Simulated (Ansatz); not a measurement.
C2H7FO2Sn, SMILES `C[O][SnH]([F])[O]C`, relaxed with RKS PBE0-D4/def2-TZVP in Ansatz from a GFN2-xTB geometry. The force threshold is 0.005 eV/Å; the program also tests the step.

The species carries charge 0 and has multiplicity 1. Sn takes the def2 core potential.

Start:

```xyz
13

C     2.217    0.659    0.968
O     1.243    0.438   -0.029
Sn    0.103   -1.170   -0.182
F    -0.406   -1.415    1.707
O    -1.482   -0.722   -1.219
C    -2.258    0.444   -1.053
H     3.129    0.093    0.771
H     1.849    0.417    1.966
H     2.441    1.725    0.922
H     0.604   -2.686   -0.753
H    -2.726    0.483   -0.067
H    -1.675    1.353   -1.215
H    -3.038    0.383   -1.815
```

Problem. By how much does the energy fall, and how many steps does the optimiser take? (Estimate.)

Solution. Ansatz gave: 0.11 eV, in 12 steps.

Problem. Which bonds change most? (Best estimate.)

Solution. Ansatz gave: Sn3–F4 from 1.972 to 1.920 Å; O2–Sn3 from 1.978 to 1.942 Å; Sn3–O5 from 1.947 to 1.933 Å; C1–H7 from 1.091 to 1.097 Å.

Problem. Give the relaxed structure. (Estimate.)

Solution. The calculation gave: 
```xyz
13

C     2.067    0.670    0.886
O     1.224    0.352   -0.201
Sn    0.105   -1.235   -0.199
F    -0.383   -1.436    1.648
O    -1.481   -0.770   -1.201
C    -2.157    0.450   -0.960
H     2.948    0.018    0.925
H     1.549    0.609    1.849
H     2.413    1.697    0.747
H     0.773   -2.681   -0.763
H    -2.668    0.444    0.009
H    -1.482    1.312   -0.995
H    -2.909    0.569   -1.744
```
